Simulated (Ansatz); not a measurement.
`N#[C][GeH3]` + `NCS` → `NC[S][GeH3]` + `C#N`  (ligand exchange at a Ge–C bond)

Gas-phase electronic energies from Ansatz, PBE0-D4/def2-TZVP geometries. CCSD(T)/CBS adds triple-zeta CCSD(T) − MP2 to the extrapolated MP2 energy (def2 sets, frozen cores). This one scheme is used for every species. Functionals use def2-TZVPP. B3LYP here is the variant with VWN-RPA as its local correlation; programs differ in this. HSE06 is defined as in plane-wave codes. For Ge outer-core shells are correlated without core-valence functions, which leaves a few kJ/mol of doubt a bond. Scalar relativity is left out up to krypton. One conformer a species, not always the lowest.

`N#[C][GeH3]`:

```xyz
6

N    -1.002    2.237    0.253
C    -0.534    1.191    0.135
Ge    0.249   -0.555   -0.063
H    -0.120   -1.351    1.188
H     1.758   -0.353   -0.186
H    -0.351   -1.169   -1.327
```

`NCS`:

Z-matrix (Å, degrees):
```
C
S 1 1.811
N 1 1.444 2 112.7
H 1 1.097 2 107.3 3 -128.3
H 1 1.092 2 104.7 3 117.9
H 2 1.342 1 96.7 3 83.9
H 3 1.012 1 111.0 2 -65.0
H 3 1.014 1 110.4 2 175.5
```

`NC[S][GeH3]`:

```xyz
11

N     0.529   -1.275    0.377
C     0.669   -0.053    1.132
S     0.781    1.386    0.028
Ge   -0.967    0.897   -1.257
H     0.360   -2.066    0.986
H     1.361   -1.460   -0.170
H     1.565    0.012    1.763
H    -0.205    0.060    1.776
H    -2.122    0.421   -0.363
H    -1.330    2.227   -1.941
H    -0.641   -0.150   -2.330
```

`C#N`:

Cartesian coordinates in Å:
```
C 0.019 0.012 -0.012
N -0.840 -0.504 0.542
H 0.821 0.493 -0.530
```

```csv
level,ΔE (kJ/mol),difference from CCSD(T)/CBS
LDA (SPW92),-34.3,-3.4
PBE-D4,-34.5,-3.6
revPBE-D4,-36.7,-5.8
BLYP-D4,-33.2,-2.3
r2SCAN-D4,-33.1,-2.2
PBE0-D4,-34.0,-3.1
B3LYP-D4,-32.2,-1.3
r2SCANh-D4,-33.1,-2.2
r2SCAN0-D4,-33.1,-2.2
HSE06-D4,-33.9,-3.0
BHLYP-D4,-31.7,-0.8
CAM-B3LYP-D4,-27.1,3.8
ωB97X-V,-28.8,2.1
ωB97M-V,-30.6,0.3
B2PLYP,-26.3,4.6
PBE-QIDH,-30.8,0.1
PBE,-28.9,2.0
revPBE,-25.0,5.9
r2SCAN,-31.6,-0.7
PBE0,-29.0,1.9
B3LYP,-23.1,7.8
r2SCANh,-31.5,-0.6
r2SCAN0,-31.4,-0.5
HSE06,-29.1,1.8
BHLYP,-23.3,7.6
CAM-B3LYP,-21.9,9.0
RPA@PBE/def2-TZVPP,-24.1,6.8
HF/def2-SVP,-24.2,6.7
MP2/def2-SVP,-36.2,-5.3
CCSD/def2-SVP,-31.7,-0.8
CCSD(T)/def2-SVP,-33.1,-2.2
HF/def2-TZVPP,-19.0,11.9
MP2/def2-TZVPP,-31.3,-0.4
SCS-MP2/def2-TZVPP,-26.8,4.1
CCSD/def2-TZVPP,-25.5,5.4
CCSD(T)/def2-TZVPP,-27.7,3.2
HF/def2-QZVPP,-17.4,13.5
SCS-MP2/def2-QZVPP,-27.9,3.0
HF/CBS(def2),-17.2,13.7
CCSD/CBS(def2),-28.7,2.2
CCSD(T)/CBS,-30.9,0
```

Largest T1 diagnostic among the species: 0.014.

In def2-TZVPP, CCSD(T) changes the Hartree–Fock value by −8.7 kJ/mol (the triples alone add −2.2 kJ/mol) and MP2 by −12.4 kJ/mol. Leaving LDA and LC-ωPBE aside and taking each functional with its dispersion term where it has one, the values spread over 10.4 kJ/mol, from revPBE-D4 to B2PLYP. LDA lies −5.4 kJ/mol from PBE without D4.
